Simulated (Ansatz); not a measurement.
CFGeN, SMILES `N#[C][Ge][F]` (lower singlet) (charge 0, multiplicity 1). This singlet lies 2.37 eV below the relaxed triplet at the level frozen-core CCSD(T)/cc-pVTZ // B3LYP-D3(BJ)/def2-TZVP (Ansatz, a program for electronic structure).

Cartesian coordinates (Å):
SMILES: N#[C][Ge][F]
```xyz
4

N     -1.9128    -0.2337    -0.3441
C     -0.8423     0.0474    -0.0101
Ge     0.8997     0.7976     0.6631
F      1.8554    -0.6113     0.2302
```
Charge 0, spin multiplicity 1.

Q: Give the natural occupations of the active orbitals, the CASSCF energy and the corrected energy for Ansatz with frozen-core fic-MRCISD+Q@CASSCF(2e,2o)/cc-pVTZ // B3LYP-D3(BJ)/def2-TZVP.

A: 
The natural occupations comes out as 1.93, 0.07 and the CASSCF energy is -2267.2772 Ha. The corrected energy is -2267.9967 Ha and the weight of the reference comes out as 0.871.
